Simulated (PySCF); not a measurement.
IK, charge -1, multiplicity 2. Atoms are numbered in the order given.

```xyz
2

K      0.0000     0.0000    -2.4390
I      0.0000     0.0000     0.8744
```
Charge -1, spin multiplicity 2.

Geometry optimised at B3LYP-D3(BJ)/def2-TZVPD. The multiplicity is an assumed one; other spin states were not compared. The def2 effective core potentials stand for the cores of I; spin–orbit coupling is left out.

These are PBE/def2-TZVPD run with PySCF values and carry that method's errors.

Mulliken values depend strongly on the basis, most of all with diffuse functions as here. ESP charges are fitted to the potential on shells at 1.4 to 2.0 van der Waals radii. Atomic charges (e):

```json
[
 {"atom": "K1", "Mulliken": "-0.17", "ESP fit": "[?]", "Mulliken spin": "1.01"},
 {"atom": "I2", "Mulliken": "-0.83", "ESP fit": "[?]", "Mulliken spin": "-0.01"}
]
```

Task: Some entries are withheld; supply them. (Estimate from the structure and the level; the computed values follow.)

Result: 
- K1, ESP fit: -0.49
- I2, ESP fit: -0.51
